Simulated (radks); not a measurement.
The numbers below are computed, except where a source is named.
Task: All-electron atom: the manganese ion Mn2+ in [Ar] 3d5 (the NIST ground configuration). Level of theory: Dirac Kohn-Sham, BP86, spin-unpolarised, spherical densities, point nucleus; open shells fill j = l - 1/2 first (a radial shooting solver on a logarithmic mesh with Libxc functionals).

Spin-orbit splittings of the eigenvalues, e(l+1/2) - e(l-1/2), with zeta = 2 splitting/(2l+1) and mean radii in bohr:

| shell | occ. | splitting (eV) | zeta (eV) | <r> j=l-1/2 | <r> j=l+1/2 |
|---|---|---|---|---|---|
| 2p | 6 | 10.44 | 6.959 | 0.2450 | 0.2480 |
| 3p | 6 | 1.268 | 0.8456 | 0.8985 | 0.9075 |
| 3d | 5 | 0.1236 | 0.04945 | 1.144 | 1.148 |
| 4p | 0 | ? | ? | 3.067 | 3.090 |

Estimate the 4p splitting.

Result: 0.1096 eV (zeta = 0.07306 eV).
